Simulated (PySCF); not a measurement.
**Two-component Hartree-Fock for Mo²⁺ (molybdenum, charge +2)**

Start: [Kr] 4d4; 4d3/2 filled at m_j = -3/2, -1/2, +1/2, +3/2. Calculated with PySCF 2.14 in x2c-TZVPall-2c (8s9p7d1f, 77 functions): generalised Hartree-Fock with the X2C-1e Hamiltonian and a Gaussian nucleus; one run each with spin-orbit coupling (SO) switched off, then screened by Boettger's factors.

| spinor shell | electrons | ε, spin-free (eV) | ε, screened SO (eV) | weight of nominal j (screened SO) | rms radius, screened SO (bohr) |
| --- | --- | --- | --- | --- | --- |
| 1s1/2 | 2 | -20126.3 | -20125.2 | 1.000 | 0.0404 |
| 2s1/2 | 2 | -2934.2 | -2933.8 | 1.000 | 0.166 |
| 2p1/2 | 2 | -2618.6 | -2692.2 | 1.000 | 0.145 |
| 2p3/2 | 4 | -2618.6 | -2584.0 | 1.000 | 0.149 |
| 3s1/2 | 2 | -547.47 | -547.35 | 1.000 | 0.456 |
| 3p1/2 | 2 | -441.21 | -453.82 | 1.000 | 0.455 |
| 3d3/2 | 4 | -268.32 | -270.57 | 0.970 | 0.451 |
| 3d5/2 | 6 | -268.32 | -266.69 | 0.980 | 0.455 |
| 4s1/2 | 2 | -97.884 | -97.843 | 1.000 | 1.18 |
| 4p1/2 | 2 | -66.480 | -71.697 | 0.667 | 1.32 |
| 4p3/2 | 4 | -66.480 | -63.884 | 0.833 | 1.32 |
| 4d3/2 | 4 | -27.547 | -27.556 | 0.536 | 1.84 |

Q: Where does 3p3/2 lie, and what is the 3p spin-orbit splitting (screened SO)?

A: At -435.21 eV, 18.609 eV above 3p1/2.

| quantity | spin-free | screened SO |
| --- | --- | --- |
| E (hartree) | -4045.16743 | -4045.64671 |
| M_J | 0 | 0 |
| ⟨J²⟩ | 4.006 | 3.766 |
| ⟨L²⟩ | 6.004 | 5.989 |
| ⟨S²⟩ | 6.002 | 5.985 |

The determinant has a definite M_J but mixes levels of different J.

Each row is a mean over spinors that exchange with the open shell spreads, by up to 5.699 eV (4p3/2).

Rows whose weight is well below 1 are mixtures of j = l ± 1/2: exchange outweighs spin-orbit coupling there, and the label is only the starting occupation.

Breit and QED terms are absent; they matter most for the inner s and p1/2 levels.

Densities and radii are taken from the X2C orbitals without a picture-change correction, which distorts them close to the nucleus.

Without spin-orbit coupling the j labels of p, d and f shells carry no meaning; the spin-free column gives the mean over the occupied spinors of each nl shell, and its ⟨J²⟩ belongs to a mixture of degenerate components.
